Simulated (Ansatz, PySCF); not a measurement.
C₅H₅Cl, SMILES C=C=C/C=C/Cl. Atoms are numbered in the order given.

```xyz
11

C     -0.9286     3.0771     0.0000
C      0.0565     2.2167     0.0000
C      1.0511     1.3458     0.0000
C      0.9385    -0.1144     0.0000
C     -0.2206    -0.7961     0.0000
Cl    -0.2906    -2.5226     0.0000
H     -1.3592     3.4559     0.9362
H     -1.3592     3.4559    -0.9362
H      2.0732     1.7478     0.0000
H      1.8778    -0.6763     0.0000
H     -1.2033    -0.3149     0.0000
```
Charge 0, spin multiplicity 1.

Geometry: r2SCAN-D4/def2-SVP. The structure was generated by enumeration; whether it is a known compound was not checked. One conformer was computed; it need not be the lowest.

Two levels are set side by side: PBE-D3(BJ)/def2-SVP (Ansatz, a quantum-chemistry and plane-wave program) and r2SCAN-D4/def2-SVP (Ansatz). Each level has its own optimised geometry; the coordinates shown are those of the second. Frequencies come from the Hessian of PySCF at each geometry. Differences are taken from unrounded values.

| quantity | r2SCAN-D4 | PBE-D3(BJ) | PBE-D3(BJ) minus r2SCAN-D4 |
|---|---|---|---|
| mean bond length (Å) | 1.265 | 1.271 | 0.006 |
| bond C1–C2 (Å) | 1.308 | 1.314 | 0.007 |
| bond C2–C3 (Å) | 1.322 | 1.329 | 0.007 |
| bond C3–C4 (Å) | 1.465 | 1.467 | 0.003 |
| bond C4–C5 (Å) | 1.345 | 1.352 | 0.007 |
| bond C5–Cl6 (Å) | 1.728 | 1.731 | 0.003 |
| bond C1–H7 (Å) | 1.098 | 1.105 | 0.007 |
| bond C1–H8 (Å) | 1.098 | 1.105 | 0.007 |
| bond C3–H9 (Å) | 1.098 | 1.105 | 0.007 |
| bond C4–H10 (Å) | 1.095 | 1.101 | 0.007 |
| bond C5–H11 (Å) | 1.094 | 1.101 | 0.007 |
| highest harmonic wavenumber (cm⁻¹) | 3201 | 3129 | -72 |
| mean harmonic wavenumber (cm⁻¹) | 1294 | 1263 | -31 |
| zero-point energy (kcal/mol) | 49.94 | 48.75 | -1.19 |
